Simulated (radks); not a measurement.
Results of a calculation; reference values are marked as such.
All-electron atom: Cr I in [Ar] 3d4.75 4s1 5s0.25 (fractional occupations, a model configuration). Code: a radial shooting solver on a logarithmic mesh with Libxc functionals. Model: Dirac Kohn-Sham, PBEsol, spin-unpolarised, spherical densities, point nucleus; open shells are shared between the two j in proportion to 2j + 1. Some entries of the table are withheld. Estimate them.

| orbital | occ. | eigenvalue (hartree) | <1/r> (bohr^-1) |
|---|---|---|---|
| 1s1/2 | 2 | -215.9051 | 23.87 |
| 2s1/2 | 2 | -24.55179 | (1) |
| 2p1/2 | 2 | -20.86648 | 5.005 |
| 2p3/2 | 4 | -20.54921 | 4.929 |
| 3s1/2 | 2 | -2.77951 | (2) |
| 3p1/2 | 2 | -1.75907 | 1.439 |
| 3p3/2 | 4 | -1.72155 | 1.422 |
| 4s1/2 | 1 | -0.18497 | 0.3963 |
| 3d3/2 | 1.9 | (3) | 0.9934 |
| 3d5/2 | 2.85 | (4) | 0.9883 |
| 4p1/2 | 0 | -0.06207 | 0.2732 |
| 4p3/2 | 0 | -0.06086 | 0.2701 |
| 5s1/2 | 0.25 | (5) | (6) |

Answer. 
(1) 2s1/2 <1/r> (bohr^-1): 5.063
(2) 3s1/2 <1/r> (bohr^-1): 1.569
(3) 3d3/2 eigenvalue (hartree): -0.17099
(4) 3d5/2 eigenvalue (hartree): -0.16801
(5) 5s1/2 eigenvalue (hartree): -0.02366
(6) 5s1/2 <1/r> (bohr^-1): 0.09960
